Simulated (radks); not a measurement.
Task: Os, configuration [Xe] 4f14 5d6 6s2. All-electron calculation, scalar-relativistic Kohn-Sham, LDA (Slater exchange, Perdew-Wang correlation), spin-polarised, spherical densities, finite nucleus; open shells are filled with parallel spins first (spin-orbit coupling, left out, can overturn this in heavy ions); Fermi nuclear charge, rms radius 5.4126 fm. Program: a radial shooting solver on a logarithmic mesh with Libxc functionals. Some entries of the table are withheld. Estimate them.

orbital,occ.,eigenvalue (eV),<r^2> (bohr^2),r(max) (bohr)
1s up,1,-73784.83,0.0004341,0.01104
1s down,1,-73784.83,0.0004341,0.01104
2s up,1,-12852.50,0.006651,0.06345
2s down,1,-12852.29,0.006651,0.06345
2p up,3,-11199.43,0.005535,0.05220
2p down,3,-11199.26,0.005535,0.05220
3s up,1,-2990.404,0.04307,0.1789
3s down,1,-2990.305,0.04307,0.1789
3p up,3,-2504.795,0.04393,0.1775
3p down,3,-2504.691,0.04393,0.1775
3d up,5,-1960.284,0.03639,0.1444
3d down,5,-1960.130,0.03639,0.1444
4s up,1,-630.2681,0.2108,0.4050
4s down,1,-630.0565,0.2108,0.4050
4p up,3,-470.8527,0.2404,0.4252
4p down,3,-470.6392,0.2403,0.4252
4d up,5,-272.6286,0.2773,0.4346
4d down,5,-272.3713,0.2770,0.4346
5s up,1,-92.3582,1.140,0.9139
5s down,1,-90.7270,1.130,0.9112
4f up,7,-52.2798,0.3844,0.4049
4f down,7,-51.8582,0.3800,0.4048
5p up,3,(1),1.555,1.032
5p down,3,(2),1.542,1.027
5d up,5,-7.3192,3.862,1.361
6s up,1,-6.8661,(3),2.436
6s down,1,-5.6952,(4),2.525
5d down,1,-5.1822,4.286,1.357
6p up,0,(5),22.46,3.414
6p down,0,(6),27.36,3.715
7s up,0,-0.0360,367.7,9.264

Result: 
(1) 5p up eigenvalue (eV): -51.8128
(2) 5p down eigenvalue (eV): -49.8017
(3) 6s up <r^2> (bohr^2): 9.626
(4) 6s down <r^2> (bohr^2): 10.82
(5) 6p up eigenvalue (eV): -1.5886
(6) 6p down eigenvalue (eV): -1.1639
